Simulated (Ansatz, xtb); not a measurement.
Two isomers of C5H7PS

Structure a is `CCC1=PC=CS1`, a singlet and structure b is `CC1=CP=C(C)S1`, a singlet. Both are isolated molecules in the gas phase, relaxed with B3LYP-D3(BJ)/def2-SVP; the shapes shown needn't be the lowest conformers.

a (Å):

```xyz
14

C    -2.6526   -0.2436    0.3622
C    -1.2582    0.3390    0.6310
C    -0.2272   -0.0593   -0.3949
C     1.4487   -0.2881   -2.3256
C     1.3708   -1.5368   -1.7759
P     0.4473    0.9891   -1.5879
S     0.3019   -1.7067   -0.4323
H    -3.0228    0.0760   -0.6241
H    -3.3709    0.0901    1.1277
H    -2.6326   -1.3448    0.3713
H    -0.9191    0.0361    1.6375
H    -1.3144    1.4393    0.6452
H     2.1047   -0.0906   -3.1776
H     1.9192   -2.4235   -2.1006
```

b (Å):

```xyz
14

C    -2.6117    1.2975   -0.6426
C    -1.4962    0.3152   -0.8613
C    -1.1992   -0.3559   -2.0167
C     0.5798   -1.1761   -0.3641
C     1.7140   -1.8088    0.3935
P     0.1875   -1.4752   -2.0143
S    -0.4333   -0.0466    0.4700
H    -2.2307    2.2883   -0.3450
H    -3.3032    0.9605    0.1471
H    -3.1885    1.4196   -1.5702
H    -1.8072   -0.1992   -2.9125
H     2.4286   -1.0552    0.7656
H     1.3549   -2.3812    1.2655
H     2.2653   -2.5012   -0.2592
```

Quicker runs give these differences E(b) − E(a): GFN2-xTB −0.135 eV; HF/STO-3G −0.147 eV (at GFN2-xTB geometries); r2SCAN-D4/def2-SVP −0.145 eV (at GFN2-xTB geometries).

Question: Estimate E(b) − E(a) at the level CCSD(T)/def2-SVP + ΔMP2/def2-TZVPP.

Answer: Calculated at CCSD(T)/def2-SVP + ΔMP2/def2-TZVPP: E(b) − E(a) = −0.088 eV, so structure b lies lower.

The same difference at several levels:

```csv
level,geometry,E(b) − E(a) (eV),departure from the last row (eV),"job, with rough time for the two"
GFN2-xTB,GFN2-xTB,−0.135,−0.048,"optimisation, 0.22 s"
HF/STO-3G,GFN2-xTB,−0.147,−0.059,"single point, 0.44 s"
r2SCAN-D4/def2-SVP,GFN2-xTB,−0.145,−0.057,"single point, 4.1 s"
B3LYP-D3(BJ)/def2-SVP,B3LYP-D3(BJ)/def2-SVP,−0.114,−0.026,"optimisation, 42 s"
HF/def2-SVP,B3LYP-D3(BJ)/def2-SVP,−0.125,−0.037,part of the CCSD(T) run
MP2/def2-SVP,B3LYP-D3(BJ)/def2-SVP,−0.103,−0.016,part of the CCSD(T) run
CCSD(T)/def2-SVP,B3LYP-D3(BJ)/def2-SVP,−0.100,−0.013,single point
CCSD(T)/def2-SVP + ΔMP2/def2-TZVPP,B3LYP-D3(BJ)/def2-SVP,−0.088,,"single point, 69 s"
```

As drawn, both hold the same kinds of bond in the same numbers. Structure a has 1 methyl group, b 2.

The levels shown agree on the order. The largest departure from CCSD(T)/def2-SVP + ΔMP2/def2-TZVPP is that of HF/STO-3G, 0.059 eV. The last row adds to CCSD(T) the change of the MP2 difference between the two basis sets, here +0.013 eV.

With thermal terms from frequencies at re-optimised GFN2-xTB minima (ideal gas, soft modes damped towards free rotors, one conformer each, 298.15 K, 1 atm): the zero-point term adds −0.029 eV; ΔH is −0.100 and ΔG −0.135 eV.

The correlated steps freeze 15 core orbitals. Programs: Ansatz 0.2.0, xtb 6.7.1; the last row on 4 threads of Arm Neoverse V1 on a shared host.
